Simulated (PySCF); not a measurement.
# Fine-structure interval of Tl⁶⁸⁺ by level of theory

Tl⁶⁸⁺ [Ne] 3s2 3p1 [3p1/2^1, M_J = 1/2] → Tl⁶⁸⁺ [Ne] 3s2 3p1 [3p3/2^1, M_J = 3/2], as a difference of total energies. All numbers are calculated (PySCF 2.14, the two-component X2C-1e Hamiltonian, in an even-tempered Gaussian basis (17 s from 24 bohr⁻², ratio 2.4; 14 p from 31 bohr⁻², ratio 2.4; 4 d from 100 bohr⁻², ratio 2.6; 4 f from 150 bohr⁻², ratio 2.6)). Correlated levels: 1s2 frozen; the 46 highest virtual spinors dropped. "Screened" scales the spin-orbit matrix elements by Boettger's factors to mimic the two-electron term; Breit and QED terms are absent.

```csv
method,fine-structure interval (cm⁻¹)
GHF (screened spin-orbit),4589500
GMP2 (screened spin-orbit),4581500
GHF (bare spin-orbit),4721900
```
